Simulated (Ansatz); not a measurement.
`[CH3][AlH][OH]` + `BO` → `B[O][AlH][OH]` + CH₄  (ligand exchange at the Al–C bond)

Gas-phase electronic energies from Ansatz, PBE0-D4/def2-TZVP geometries. CCSD(T)/CBS is the MP2 limit (def2-TZVPP, def2-QZVPP) plus CCSD(T) − MP2 in def2-TZVPP, frozen cores. This one scheme is used for every species. Functionals use def2-TZVPP. HSE06 is defined as in plane-wave codes. One conformer a species, not always the lowest.

| level | ΔE (kJ/mol) | difference from CCSD(T)/CBS |
| --- | --- | --- |
| PBE-D4 | -130.8 | 12.9 |
| B97M-V | -145.9 | -2.2 |
| PBE0-D4 | -135.4 | 8.3 |
| ωB97M-V | -140.6 | 3.1 |
| B2PLYP | -148.4 | -4.7 |
| PBE-QIDH | -141.7 | 2.0 |
| PBE | -130.3 | 13.4 |
| r2SCAN | -144.2 | -0.5 |
| PBE0 | -135.0 | 8.7 |
| HSE06 | -134.6 | 9.1 |
| BHLYP | -153.9 | -10.2 |
| CAM-B3LYP | -149.2 | -5.5 |
| RPA@PBE/def2-TZVPP | -140.0 | 3.7 |
| CCSD/def2-TZVPP | -146.1 | -2.4 |
| CCSD(T)/def2-TZVPP | -143.6 | 0.1 |
| HF/def2-QZVPP | -163.4 | -19.7 |
| CCSD(T)/CBS | -143.7 | 0 |

Largest T1 diagnostic among the species: 0.014.

From PBE to PBE0 (25 % exact exchange), in def2-TZVPP and without D4, ΔE moves by −4.6 kJ/mol. In def2-TZVPP, CCSD(T) changes the Hartree–Fock value by +18.7 kJ/mol (the triples alone add +2.6 kJ/mol) and MP2 by +15.7 kJ/mol.
